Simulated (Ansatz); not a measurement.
A run for Ansatz (a first-principles code): R-HF/def2-TZVPP on silene (SMILES C=[SiH2]), atoms moved off the minimum.

Ansatz 0.2 input:
```yaml
crystal:
  periodic: [false, false, false]
  atoms:
    - {symbol: C, position_ang: [-1.23269815, 0.03390202, -0.05558870]}
    - {symbol: Si, position_ang: [0.46292436, 0.04705832, 0.07800202]}
    - {symbol: H, position_ang: [-1.76227875, 0.96395697, -0.04181119]}
    - {symbol: H, position_ang: [-1.61006248, -0.89822774, -0.07194767]}
    - {symbol: H, position_ang: [1.47068827, -1.16090408, 0.12186502]}
    - {symbol: H, position_ang: [1.37910365, 1.21193712, -0.01455464]}
basis:
  gaussian:
    orbitals: def2-TZVPP
hamiltonian:
  xc: {name: HF}
scf: {lower_state_search: off}
output: {forces: true}
```

### Question
Give the final energy of this run.

### Answer
-329.0713 hartree.
